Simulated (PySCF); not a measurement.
# Running PySCF for NiC

File input.py (PySCF 2.14):

```python
from pyscf import gto, scf, mp

mol = gto.M(
    atom='Ni 0 0 0; C 0 0 1.853',
    basis='jorge-dzp-dkh',
    charge=0,
    spin=0,
    cart=True,
    verbose=3,
)
mf = scf.RHF(mol)
mf = mf.sfx2c1e()
mf.kernel()
mp.MP2(mf, frozen=6).kernel()
mf.dip_moment()
print('orbital energies (hartree):', mf.mo_energy[..., max(0, mol.nelec[1]-3):mol.nelec[0]+3].round(4))
```

```bash
$ python input.py
```

It prints:

```
converged SCF energy = -1556.46102667362
E(RMP2) = -1557.44359227459  E_corr = -0.982565600965154
E(SCS-RMP2) = -1557.34611291913  E_corr = -0.885086245509776
Dipole moment(X, Y, Z, Debye):  0.00000,  0.00000, -3.98675
orbital energies (hartree): [-0.3209 -0.3209 -0.2871  0.0459  0.0779  0.0779]
```

In short: E(SCF) = -1556.461027 Eh, E(MP2) − E(SCF) = -0.98257 Eh, μz(SCF) = -3.99 D.

Wall time 2.3 s on one thread of a shared host.

Stability towards an unrestricted solution was not tested. The bond length is a typed value, not an optimised one.
